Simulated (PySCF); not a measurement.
Work out the structure from these simulated measurements.

Formula: CH8GaNS.

- Valence photoelectron: vertical ionisation energy: 8.26 eV [ΔSCF B3LYP/def2-SVPD]
- 13C NMR: chemical shifts (computed TMS as zero) by class: 16.4 (1 C) ppm [GIAO PBE0/pcSseg-1]
- NMR, other nuclei: isotropic shieldings of nuclei other than C and H, by class: 231 (1 N), 680 (1 S), 1446 (1 Ga) ppm [GIAO PBE0/pcSseg-1]
- Dipole: 5.23 D [B3LYP/def2-SVPD]
- Rotational structure: rotational constants A, B, C: 5.138, 2.008, 1.789 GHz [PBE0-D3(BJ)/def2-SVP]
- Polarisability: 81.7 au [B3LYP/def2-SVPD]

Electronic properties: PySCF, gas phase, density fitting. Levels stand in brackets. Geometry: PBE0-D3(BJ)/def2-SVP, one conformer, isolated molecule. Relativistic effects, spin–orbit coupling among them, are left out although an element past zinc is present. Each NMR value is the plain mean over a class of atoms that symmetry, rotation or inversion makes alike.

Task: What is the compound? Reason from the data.

Result: Numbering: `[CH3:1][S:2][GaH2-:3][NH3+:4]`. The one carbon: S-methyl carbon [C1] (16.4 ppm). The other shieldings belong to: 231 ppm, nitrogen bonded to Ga and 3 H [N4]; 680 ppm, sulfur bonded to C and Ga [S2]; 1446 ppm, gallium bonded to N, S and 2 H [Ga3]. The first electron is taken from the HOMO, whose largest Löwdin shares are 0.74 on the sulfur bonded to C and Ga, 0.11 on the S-methyl carbon and 0.07 on the gallium bonded to N, S and 2 H. The optimised geometry has point group C1 and is an asymmetric top. Structure: `[NH3+][GaH2-][S]C`. The assignments are read from this structure; whether some other isomer fits the data as well wasn't checked.

Conformer computed: `[CH3:1][S:2][GaH2-:3][NH3+:4]`: C1–S2–Ga3–N4 90°.
